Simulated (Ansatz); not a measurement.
```xyz
24

C     1.030   -0.357   -2.770
Si    0.978   -0.008   -0.940
C     2.058   -1.224   -0.016
C     1.545    1.736   -0.585
O    -0.589   -0.215   -0.464
Ge   -1.607    0.266    0.886
C    -3.315   -0.600    0.639
C    -0.692   -0.031    2.569
Cl   -1.924    2.410    0.716
H     0.675   -1.368   -2.984
H     0.395    0.345   -3.316
H     2.048   -0.266   -3.161
H     1.720   -2.251   -0.181
H     3.098   -1.156   -0.349
H     2.043   -1.034    1.061
H     2.573    1.882   -0.929
H     1.518    1.962    0.484
H     0.910    2.466   -1.091
H    -3.704   -0.343   -0.346
H    -3.191   -1.683    0.702
H    -4.021   -0.271    1.401
H    -0.440   -1.088    2.672
H    -1.331    0.269    3.400
H     0.223    0.560    2.601
```

Charge 0, multiplicity 1.

Problem. List the ωB97M-V/def2-TZVPP orbital energies in eV (the Gaussian-basis code of Ansatz). (An estimate is asked.)

Solution. The calculation gave: Occupied: -10867.25, -2771.31, -1806.67, -1362.98, -1210.74, -1210.70, -1210.68, -525.59, -281.54, -281.46, -280.62, -280.54, -280.52, -261.71, -199.18, -199.05, -199.05, -174.86, -147.65, -124.18, -124.10, -124.02, -101.80, -101.74, -101.74, -37.08, -36.97, -36.88, -36.83, -36.82, -29.69, -25.11, -22.87, -22.59, -22.29, -21.65, -21.60, -17.73, -15.46, -14.59, -14.57, -14.35, -14.12, -13.99, -13.97, -13.79, -13.52, -13.45, -12.98, -12.81, -12.67, -12.60, -11.60, -11.54, -11.08, -10.60, -10.28, -10.19. Lowest empty: 2.00, 2.74, 2.97, 3.06, 3.33, 3.53, 3.82, 3.98.
